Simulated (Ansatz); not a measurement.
One change: `B[SiH2]CS[SiH3]` becomes `[SiH3]SCC=S`.

Ansatz, PBE0-D4/def2-TZVP geometries, multiplicity 1. Each molecule was computed in one conformer, which needn't be the lowest.

| property | `B[SiH2]CS[SiH3]` |
| --- | --- |
| size of the dipole moment (PBE/def2-TZVPP) / D | 1.33 |
| HOMO–LUMO gap (ωB97M-V/def2-TZVPP) / eV | 8.33 |
| HOMO energy (PBE0/def2-TZVPP) / eV | -6.76 |
| LUMO energy (ωB97M-V/def2-TZVPP) / eV | -0.58 |
| ideal-gas entropy at 298 K and 1 bar (rigid rotor, harmonic PBE0-D4/def2-TZVP) / J/(mol·K) | 419 |
| LUMO energy (B3LYP/def2-TZVPP) / eV | -2.73 |

(1) Give the same properties after the change, and the shifts. (Estimate.)

Results:

(1) Ansatz gave: 
| property | `[SiH3]SCC=S` | shift |
| --- | --- | --- |
| size of the dipole moment (PBE/def2-TZVPP) / D | 1.33 | 0.00 |
| HOMO–LUMO gap (ωB97M-V/def2-TZVPP) / eV | 8.59 | 0.26 |
| HOMO energy (PBE0/def2-TZVPP) / eV | -6.70 | 0.06 |
| LUMO energy (ωB97M-V/def2-TZVPP) / eV | -0.33 | 0.25 |
| ideal-gas entropy at 298 K and 1 bar (rigid rotor, harmonic PBE0-D4/def2-TZVP) / J/(mol·K) | 364 | -55 |
| LUMO energy (B3LYP/def2-TZVPP) / eV | -2.62 | 0.11 |

The zero-point energy changes by -49.0 kJ/mol with -9 modes. Dipoles are sizes alone; their direction can turn. Modes under 60 cm⁻¹, often nearly free rotors, make the harmonic entropy too high.

B3LYP here is the variant with VWN-RPA as its local correlation; programs differ in this.
